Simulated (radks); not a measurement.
Results of a calculation; reference values are marked as such.
The mean radii <r> (bohr) of the occupied orbitals of an atom or ion are listed with their occupations. Code: a radial shooting solver on a logarithmic mesh with Libxc functionals. Model: scalar-relativistic Kohn-Sham, exchange-only LDA, spin-polarised, spherical densities, point nucleus.

| orbital | occ. | <r> |
|---|---|---|
| 1s down | 1 | 0.01715 |
| 1s up | 1 | 0.01715 |
| 2s up | 1 | 0.07238 |
| 2s down | 1 | 0.07238 |
| 2p up | 3 | 0.06524 |
| 2p down | 3 | 0.06524 |
| 3s up | 1 | 0.1871 |
| 3s down | 1 | 0.1870 |
| 3p up | 3 | 0.1881 |
| 3p down | 3 | 0.1879 |
| 3d up | 5 | 0.1703 |
| 3d down | 5 | 0.1701 |
| 4s up | 1 | 0.4081 |
| 4s down | 1 | 0.4084 |
| 4p up | 3 | 0.4309 |
| 4p down | 3 | 0.4313 |
| 4d up | 5 | 0.4473 |
| 4d down | 5 | 0.4480 |
| 4f up | 7 | 0.4503 |
| 4f down | 3 | 0.4517 |

Name the element and its charge. Open shells, if any, are filled with parallel spins first.

Answer. Z = 78, platinum, charge +22: Pt22+ in [Kr] 4d10 4f10. The 1s radius gives Z: for a bare nucleus <r> = (2 gamma + 1)/(2Z) with gamma = sqrt(1 - (Z/c)^2), 0.01695 bohr for Z = 78, and screening makes it slightly larger (0.01715 here). The occupations add up to 56, and the charge is Z minus that.
